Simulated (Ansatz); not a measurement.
One geometry of SbMe2H (C₂H₇Sb), several levels of theory.

```yaml
crystal:
  periodic: [false, false, false]
  atoms:
    - {symbol: Sb, position_ang: [-0.353881, -0.612509, 1.134991]}
    - {symbol: C, position_ang: [1.498602, -0.604235, -0.021967]}
    - {symbol: H, position_ang: [2.093944, 0.275312, 0.264440]}
    - {symbol: H, position_ang: [1.281376, -0.564716, -1.098615]}
    - {symbol: H, position_ang: [2.080468, -1.510292, 0.201205]}
    - {symbol: C, position_ang: [-1.266890, 1.002909, -0.016994]}
    - {symbol: H, position_ang: [-2.343179, 1.053881, 0.202839]}
    - {symbol: H, position_ang: [-1.120702, 0.839747, -1.094004]}
    - {symbol: H, position_ang: [-0.802757, 1.956291, 0.275738]}
    - {symbol: H, position_ang: [-1.066980, -1.836399, 0.152367]}
basis:
  gaussian: {orbitals: def2-SVP, initial_orbitals: start.molden}
hamiltonian: {xc: pbe, dispersion: d4}
scf: {omitted_lower_state_checks: [starts]}
output: {orbitals: {seedname: orbitals}}
```

The file start.molden holds the orbitals of an earlier run on this structure, at another level or in another basis.

```sh
$ ansatz run in.yaml --threads 4 --pin off --events-out ev --progress --plain --max-ram 3916MiB
```

Output, abridged:

```
Functional definition: PBE
1038 factors; their error is unknown
mean field evaluation 1: about -8720.1599 eV, gradient 2.1e1 eV
mean field evaluation 2: about -8720.3474 eV, gradient 3.0e-1 eV
mean field evaluation 4: about -8720.3253 eV, gradient 5.2e-4 eV
mean field -8720.32534294 eV, -320.4660455042 hartree, gradient 2.1e-5 eV, S^2 0.000000; 0 other end points of the search recorded, 0 dependent functions left out
reference -8720.32537750 eV, -320.4660467742 hartree; 21, 21 occupied and 68, 68 virtual orbitals, 1038 factors
Total energy: -8720.51097037 eV, -320.4728671864 hartree
Checks for a lower state left out: starts
```

Hardware: 4 threads of Arm Neoverse V1 on a shared host. Wall time 0.65 s.

First input, but with `gaussian: {orbitals: STO-3G}`, `hamiltonian: {xc: hf}` (abridged; 0.2 s):

```
Functional definition: HF
mean field -172255.04064176 eV, -6330.2559849245 hartree, gradient 3.5e-5 eV, S^2 0.000000
Total energy: -172255.04064176 eV, -6330.2559849245 hartree
Checks for a lower state left out: starts
```

The first input with `gaussian: {orbitals: def2-TZVP, initial_orbitals: start.molden}`, `hamiltonian: {xc: {name: B3LYP}, dispersion: d4}` (abridged; 1.4 s):

```
Functional definition: B3LYP
mean field -8729.07145933 eV, -320.7874593532 hartree, gradient 9.9e-6 eV, S^2 0.000000
Total energy: -8729.37317449 eV, -320.7985471810 hartree
Checks for a lower state left out: starts
```

Geometry: r2SCAN-D4/def2-SVP.

In the def2 sets Sb takes a core potential, while STO-3G treats all electrons; there is no spin–orbit coupling. B3LYP takes the VWN-RPA correlation.
